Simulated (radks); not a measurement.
Spherical quantum dot in the effective-mass picture: electrons in a hard-walled sphere of radius 4.32, all in effective atomic units (hartree* = m*/eps^2 hartree, bohr* = eps/m* bohr), one dielectric constant everywhere. Calculated with a radial shooting solver with Libxc functionals: non-relativistic Kohn-Sham, LDA (Slater exchange, Perdew-Wang correlation), spin-polarised, spherical densities. Levels are named by radial order and angular momentum (1s, 1p, 1d, 2s, ...), and open shells are averaged over m. Results are scaled to m* = 0.072 and eps = 13.6, for which hartree* = 10.59 meV and bohr* = 9.996 nm.

N = 16, configuration 1s2 1p6 1d(up 5, down 3). This is the lowest configuration that the search found. Occupied and some empty levels:

| level | occupation | eigenvalue (meV) | <r> (nm) |
|---|---|---|---|
| 1s up | 1 | 52.347 | 28.59 |
| 1s down | 1 | 52.596 | 28.52 |
| 1p up | 3 | 53.896 | 29.84 |
| 1p down | 3 | 54.157 | 29.81 |
| 1d up | 5 | 56.532 | 30.89 |
| 1d down | 3 | 56.799 | 30.88 |
| 1f up | 0 | 60.111 | 31.76 |
| 1f down | 0 | 60.381 | 31.75 |
| 2s up | 0 | 62.334 | 19.50 |
| 2s down | 0 | 62.453 | 19.48 |
| 2p up | 0 | 67.262 | 22.69 |
| 2p down | 0 | 67.419 | 22.66 |

Energy (meV): total 488.063, kinetic 135.00, external 0, Hartree 412.19, exchange-correlation -59.127.
